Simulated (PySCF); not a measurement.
# Pt(50+): ionisation energy

Pt(50+) [Ar] 3d10 → Pt(51+) [Ar] 3d9 [3d3/2^4 3d5/2^5, M_J = 5/2], as a difference of total energies. Computed with PySCF 2.14 in an even-tempered Gaussian basis (15 s from 13 bohr⁻², ratio 2.8; 13 p from 17 bohr⁻², ratio 2.8; 8 d from 17 bohr⁻², ratio 2.8; 3 f from 65 bohr⁻², ratio 3), with the two-component X2C-1e Hamiltonian. Correlated levels: [Ne] frozen; the 78 highest virtual spinors dropped. "Screened" scales the spin-orbit matrix elements by Boettger's factors to mimic the two-electron term; Breit and QED terms are absent.

```json
{"method": "GHF (spin-free)", "ionisation energy (eV)": "4745.9"}
{"method": "GMP2 (spin-free)", "ionisation energy (eV)": "4747.2"}
{"method": "GHF (screened spin-orbit)", "ionisation energy (eV)": "4710.3"}
{"method": "GMP2 (screened spin-orbit)", "ionisation energy (eV)": "4711.7"}
```

Breit and QED terms and the two-electron picture change are absent.

The spin-free rows lack the spin-orbit shift.

For comparison: 4715 ± 4 eV (measured; NIST Atomic Spectra Database, ionization energies).
